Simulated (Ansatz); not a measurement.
Basis sets compared for B4N4H14, a cluster cut from wurtzite BN (hydrogen-capped). Charge 0, multiplicity 1. Geometry PBE0-D4/def2-SVP. Ansatz on 4 threads of Arm Neoverse V2 on a shared host; times are rough, and most runs start from earlier orbitals.

```
atom   x (Å)   y (Å)   z (Å)
  B1   0.417   1.591   0.371
  N2  -0.278   1.223  -1.044
  B3   1.539  -0.664  -0.181
  N4   0.854   0.196   0.937
  N5   0.290  -1.211  -1.053
  B6  -0.912  -0.209  -1.000
  B7  -0.375  -0.564   1.544
  N8  -1.532  -0.359   0.430
  H9   1.366   2.333   0.169
 H10  -0.449   2.118   1.068
 H11   0.438   1.255  -1.771
 H12  -0.960   1.937  -1.292
 H13   2.227   0.024  -0.934
 H14   2.157  -1.616   0.273
 H15   1.532   0.351   1.680
 H16   0.590  -1.400  -2.008
 H17  -0.001  -2.112  -0.669
 H18  -1.726  -0.395  -1.893
 H19  -0.749  -0.082   2.602
 H20  -0.171  -1.775   1.628
 H21  -2.057   0.485   0.664
 H22  -2.201  -1.125   0.479
```

B3LYP takes the VWN-RPA correlation.

Binding counts from free atoms (B doublet, N quartet, H doublet) in the same basis, without a counterpoise term.

```json
{"level": "PBE-D4/def2-SVP", "functions": "182", "energy (Eh)": "-326.3835", "HOMO (eV)": "-5.95", "LUMO (eV)": "0.01", "binding per atom (eV)": "3.97", "wall time": "2.3 s"}
{"level": "PBE-D4/def2-TZVP", "functions": "332", "energy (Eh)": "-326.7390", "HOMO (eV)": "-6.15", "LUMO (eV)": "-0.70", "binding per atom (eV)": "3.93", "wall time": "4.8 s"}
{"level": "B3LYP-D4/6-31G", "functions": "100", "energy (Eh)": "-327.0178", "HOMO (eV)": "-7.00", "LUMO (eV)": "1.03", "binding per atom (eV)": "3.80", "wall time": "1.9 s"}
{"level": "B3LYP-D4/def2-TZVP", "functions": "332", "energy (Eh)": "-327.2367", "HOMO (eV)": "-7.32", "LUMO (eV)": "-0.24", "binding per atom (eV)": "3.88", "wall time": "8 s"}
{"level": "PBE0-D4/def2-SVP", "functions": "182", "energy (Eh)": "-326.4482", "HOMO (eV)": "-7.33", "LUMO (eV)": "0.94", "binding per atom (eV)": "3.92", "wall time": "3.2 s"}
{"level": "PBE0-D4/def2-TZVP (with forces)", "functions": "332", "energy (Eh)": "-326.7958", "HOMO (eV)": "-7.47", "LUMO (eV)": "0.09", "binding per atom (eV)": "3.88", "wall time": "11 s"}
{"level": "CAM-B3LYP-D4/def2-TZVP", "functions": "332", "energy (Eh)": "-327.0285", "HOMO (eV)": "-8.94", "LUMO (eV)": "0.79", "binding per atom (eV)": "3.90", "wall time": "8 s"}
```

Estimate the rows for PBE-D4/def2-TZVPD, PBE0-D4/def2-TZVPD, CAM-B3LYP-D4/def2-TZVPD.


| level | functions | energy (Eh) | HOMO (eV) | LUMO (eV) | binding per atom (eV) | wall time |
| --- | --- | --- | --- | --- | --- | --- |
| PBE-D4/def2-TZVPD | 422 | -326.7403 | -6.16 | -1.11 | 3.93 | 8.5 s |
| PBE0-D4/def2-TZVPD | 422 | -326.7969 | -7.48 | -0.49 | 3.88 | 12 s |
| CAM-B3LYP-D4/def2-TZVPD | 422 | -327.0298 | -8.94 | 0.01 | 3.90 | 16 s |
